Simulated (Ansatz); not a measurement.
Zn₆Se₆ (relaxed from a model of (ZnSe)6 ring, whose bonding it doesn't keep), 12 atoms. Hardware: 2 threads of AMD EPYC 7R13 on a shared host and a share (18 GiB) of an NVIDIA H100 80GB HBM3.

Correlated methods freeze 108 core orbitals; core or outer-core shells of Se are correlated, in sets that lack core-valence functions. Single mean-field runs in def2-TZVP are fitted with def2-universal-jkfit.

**Question.** How many basis functions does each of these Ansatz runs have, and roughly what does it cost? r2SCAN-D4/def2-SVP, charge 0 singlet, relaxation, 44 steps; PBE-D4/def2-SVP, charge 0 singlet, energy, from earlier orbitals; PBE0-D4/def2-TZVP, charge 0 singlet, energy, from earlier orbitals; r2SCAN-D4/def2-TZVP, charge 0 singlet, energy, from earlier orbitals; PBE-QIDH/def2-TZVP, charge 0 singlet, energy, from earlier orbitals; MP2/def2-SVP, charge 0 singlet, energy, from earlier orbitals; PBE0-D4/def2-SVP, charge 0 singlet, energy, from earlier orbitals; PBE-D4/def2-TZVP, charge 0 singlet, energy and forces, from earlier orbitals; RPA@PBE/def2-SVP, charge 0 singlet, energy, from earlier orbitals.

**Answer.** Other jobs shared the machine, so times can vary by a factor of up to 3.

```csv
run,functions,fitting or Cholesky vectors,wall time,peak host memory (GiB)
"PBE-D4/def2-SVP, charge 0 singlet, energy, from earlier orbitals",378,4224,4.4 s,1
"MP2/def2-SVP, charge 0 singlet, energy, from earlier orbitals",378,3618,5 s,1.1
"PBE-D4/def2-TZVP, charge 0 singlet, energy and forces, from earlier orbitals",576,3180,6 s,1.1
"PBE0-D4/def2-TZVP, charge 0 singlet, energy, from earlier orbitals",576,3180,6 s,1.1
"PBE0-D4/def2-SVP, charge 0 singlet, energy, from earlier orbitals",378,3618,7.5 s,1.1
"r2SCAN-D4/def2-TZVP, charge 0 singlet, energy, from earlier orbitals",576,3180,7.5 s,1.1
"PBE-QIDH/def2-TZVP, charge 0 singlet, energy, from earlier orbitals",576,3180,10 s,4
"RPA@PBE/def2-SVP, charge 0 singlet, energy, from earlier orbitals",378,3618,10 s,1.9
"r2SCAN-D4/def2-SVP, charge 0 singlet, relaxation, 44 steps",378,4224,3 min,1.1
```
